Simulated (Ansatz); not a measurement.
A nudged elastic band was laid between two geometries of ClFH3HfO3 (9 atoms, charge 0, multiplicity 2).

These are results of Ansatz 0.2.0, UHF/def2-SVP, not measurements.

| Quantity | Value |
| --- | --- |
| movable images | 7 |
| climbing image | yes |
| spring | 5.0 eV/Å² |
| optimiser | quadratic models (default) |
| start path | through a guess of the saddle point |
| force threshold | 0.05 eV/Å |
| iteration limit | 60 |
| end points | relaxed |

Image 0:

```xyz
9
Properties=species:S:1:pos:R:3
Hf -0.273 -0.483 0.311
F -0.903 -1.523 1.834
O 1.640 -0.469 0.095
H 2.556 -0.422 -0.107
O -1.199 1.186 0.055
H -1.605 2.001 -0.174
Cl -1.042 -1.847 -1.520
O 0.388 0.713 2.466
H 0.049 0.181 3.191
```

Image 8:

```xyz
9
Properties=species:S:1:pos:R:3
Hf -0.023 0.018 -0.474
F 0.037 -0.031 3.220
O 1.877 -0.062 -0.778
H 2.803 -0.048 -0.933
O -1.000 1.607 -0.956
H -1.426 2.409 -1.199
Cl -1.180 -1.876 0.562
O -0.596 -1.120 3.755
H -0.879 -1.560 2.955
```

Q: Which bonds break or form, and what moves?

A: Bonds broken: Hf1–F2, Hf1–O8. Bonds formed: F2–O8. ClFH3HfO3 becomes ClH2HfO2 + FHO.

Q: What energy profile does the band end with?

A: The forces met the threshold. The highest image is number 5 of 0 to 8, 5.93 eV above the first end and 0.18 eV above the last; the last end lies 5.76 eV above the first. Neighbouring images differ by up to 3.0 eV, so the band resolves the path poorly. A vibrational analysis at the climbing image gives no mode beyond 40i cm⁻¹: the surface is too flat there to confirm a saddle point.

| image | path coordinate (Å) | energy (eV) | Hf1–F2 (Å) | Hf1–O8 (Å) | F2–O8 (Å) |
| --- | --- | --- | --- | --- | --- |
| 0 | 0.00 | 0.00 | 1.95 | 2.55 | 2.66 |
| 1 | 0.94 | 0.15 | 1.94 | 3.41 | 2.77 |
| 2 | 1.87 | 0.20 | 1.94 | 4.13 | 2.86 |
| 3 | 2.81 | 0.26 | 1.94 | 4.62 | 2.97 |
| 4 | 3.75 | 2.94 | 2.51 | 4.41 | 2.15 |
| 5 | 4.68 | 5.93 | 3.77 | 4.81 | 1.36 |
| 6 | 6.00 | 5.92 | 3.63 | 5.00 | 1.36 |
| 7 | 7.31 | 5.88 | 3.59 | 4.75 | 1.36 |
| 8 | 8.63 | 5.76 | 3.69 | 4.42 | 1.37 |

Q: What is the geometry of the highest image?

A: 
```xyz
9
Properties=species:S:1:pos:R:3
Hf -0.130 -0.266 -0.982
F -0.364 -0.720 2.758
O 1.773 -0.318 -0.654
H 2.692 -0.296 -0.467
O -1.124 1.358 -0.652
H -1.528 2.182 -0.457
Cl -1.280 -2.255 -1.741
O -0.089 0.105 3.809
H -0.339 -0.452 4.538
```

Run time: 6.2 min on 4 threads of Arm Neoverse V1 (shared host), peak memory 0.39 GiB.
